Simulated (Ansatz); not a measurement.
`CN(C)c1ccc(-c2ncccn2)nc1`. Charge 0, multiplicity 1. Geometry PBE-D4/def2-SVP.

```xyz
27

C    -2.889    0.527   -2.809
N    -2.536   -0.439   -1.787
C    -3.377   -1.599   -1.564
C    -1.420   -0.232   -1.007
C    -0.577    0.901   -1.170
C     0.540    1.047   -0.352
C     0.822    0.073    0.631
C     2.013    0.215    1.507
N     2.788    1.308    1.305
C     3.863    1.443    2.088
C     4.193    0.509    3.081
C     3.322   -0.585    3.203
N     2.242   -0.743    2.433
N     0.028   -1.003    0.799
C    -1.039   -1.150    0.024
H    -3.099    1.535   -2.382
H    -3.797    0.186   -3.338
H    -2.080    0.647   -3.566
H    -2.817   -2.552   -1.697
H    -4.209   -1.593   -2.290
H    -3.816   -1.611   -0.540
H    -0.793    1.662   -1.932
H     1.214    1.909   -0.452
H     4.490    2.338    1.918
H     5.079    0.626    3.722
H     3.506   -1.370    3.961
H    -1.649   -2.049    0.213
```

**Question.** Estimate the orbital energies around the gap (eV) in Ansatz with PBE-D4/def2-SVP, PBE-D4/def2-TZVP, r2SCAN-D4/def2-TZVP, PBE0-D4/def2-SVP, PBE0-D4/def2-TZVP.

**Answer.** 
```json
{"orbital": "HOMO−9", "PBE-D4/def2-SVP": "-9.12", "PBE-D4/def2-TZVP": "-9.18", "r2SCAN-D4/def2-TZVP": "-9.55", "PBE0-D4/def2-SVP": "-10.74", "PBE0-D4/def2-TZVP": "-10.74"}
{"orbital": "HOMO−8", "PBE-D4/def2-SVP": "-8.72", "PBE-D4/def2-TZVP": "-8.79", "r2SCAN-D4/def2-TZVP": "-9.13", "PBE0-D4/def2-SVP": "-10.32", "PBE0-D4/def2-TZVP": "-10.33"}
{"orbital": "HOMO−7", "PBE-D4/def2-SVP": "-7.65", "PBE-D4/def2-TZVP": "-7.72", "r2SCAN-D4/def2-TZVP": "-7.98", "PBE0-D4/def2-SVP": "-8.94", "PBE0-D4/def2-TZVP": "-8.96"}
{"orbital": "HOMO−6", "PBE-D4/def2-SVP": "-7.55", "PBE-D4/def2-TZVP": "-7.61", "r2SCAN-D4/def2-TZVP": "-7.84", "PBE0-D4/def2-SVP": "-8.80", "PBE0-D4/def2-TZVP": "-8.79"}
{"orbital": "HOMO−5", "PBE-D4/def2-SVP": "-6.83", "PBE-D4/def2-TZVP": "-6.91", "r2SCAN-D4/def2-TZVP": "-7.22", "PBE0-D4/def2-SVP": "-8.40", "PBE0-D4/def2-TZVP": "-8.53"}
{"orbital": "HOMO−4", "PBE-D4/def2-SVP": "-6.61", "PBE-D4/def2-TZVP": "-6.82", "r2SCAN-D4/def2-TZVP": "-7.12", "PBE0-D4/def2-SVP": "-7.98", "PBE0-D4/def2-TZVP": "-8.00"}
{"orbital": "HOMO−3", "PBE-D4/def2-SVP": "-6.39", "PBE-D4/def2-TZVP": "-6.47", "r2SCAN-D4/def2-TZVP": "-6.67", "PBE0-D4/def2-SVP": "-7.52", "PBE0-D4/def2-TZVP": "-7.54"}
{"orbital": "HOMO−2", "PBE-D4/def2-SVP": "-5.44", "PBE-D4/def2-TZVP": "-5.66", "r2SCAN-D4/def2-TZVP": "-5.99", "PBE0-D4/def2-SVP": "-7.12", "PBE0-D4/def2-TZVP": "-7.26"}
{"orbital": "HOMO−1", "PBE-D4/def2-SVP": "-4.96", "PBE-D4/def2-TZVP": "-5.14", "r2SCAN-D4/def2-TZVP": "-5.46", "PBE0-D4/def2-SVP": "-6.61", "PBE0-D4/def2-TZVP": "-6.71"}
{"orbital": "HOMO", "PBE-D4/def2-SVP": "-4.76", "PBE-D4/def2-TZVP": "-4.85", "r2SCAN-D4/def2-TZVP": "-4.98", "PBE0-D4/def2-SVP": "-5.68", "PBE0-D4/def2-TZVP": "-5.72"}
{"orbital": "LUMO", "PBE-D4/def2-SVP": "-1.99", "PBE-D4/def2-TZVP": "-2.10", "r2SCAN-D4/def2-TZVP": "-1.98", "PBE0-D4/def2-SVP": "-1.24", "PBE0-D4/def2-TZVP": "-1.31"}
{"orbital": "LUMO+1", "PBE-D4/def2-SVP": "-1.73", "PBE-D4/def2-TZVP": "-1.88", "r2SCAN-D4/def2-TZVP": "-1.74", "PBE0-D4/def2-SVP": "-0.85", "PBE0-D4/def2-TZVP": "-0.98"}
{"orbital": "LUMO+2", "PBE-D4/def2-SVP": "-1.14", "PBE-D4/def2-TZVP": "-1.30", "r2SCAN-D4/def2-TZVP": "-1.15", "PBE0-D4/def2-SVP": "-0.22", "PBE0-D4/def2-TZVP": "-0.35"}
{"orbital": "LUMO+3", "PBE-D4/def2-SVP": "0.01", "PBE-D4/def2-TZVP": "-0.14", "r2SCAN-D4/def2-TZVP": "0.14", "PBE0-D4/def2-SVP": "1.01", "PBE0-D4/def2-TZVP": "0.90"}
{"orbital": "LUMO+4", "PBE-D4/def2-SVP": "0.69", "PBE-D4/def2-TZVP": "0.12", "r2SCAN-D4/def2-TZVP": "0.84", "PBE0-D4/def2-SVP": "1.59", "PBE0-D4/def2-TZVP": "0.95"}
{"orbital": "LUMO+5", "PBE-D4/def2-SVP": "1.27", "PBE-D4/def2-TZVP": "0.83", "r2SCAN-D4/def2-TZVP": "1.47", "PBE0-D4/def2-SVP": "2.28", "PBE0-D4/def2-TZVP": "1.71"}
```
